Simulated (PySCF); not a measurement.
A calculated (BP86, PySCF 2.14, x2c-SVPall, the spin-free X2C one-electron Hamiltonian (Gaussian nucleus)) atom or ion has these occupied shells.

```
shell  electrons  orbital energy (eV)  rms radius, mean of both spins (bohr)
 1s α          1              -8847.7                                 0.0602
 1s β          1              -8847.7                                 0.0602
 2s β          1              -1064.3                                  0.255
 2s α          1              -1064.3                                  0.255
 2p β          3              -919.32                                  0.228
 2p α          3              -919.30                                  0.228
 3s β          1              -115.09                                  0.766
 3s α          1              -115.04                                  0.766
 3p β          3              -72.559                                  0.819
 3p α          3              -72.531                                  0.819
 3d α          5               -5.359                                   1.24
 3d β          5               -5.215                                   1.24
 4s α          1               -5.084                                   3.14
```

(1) Name the element and its charge.

Results:

(1) Cu (copper, neutral), in [Ar] 3d10 4s1, 2S determinant.
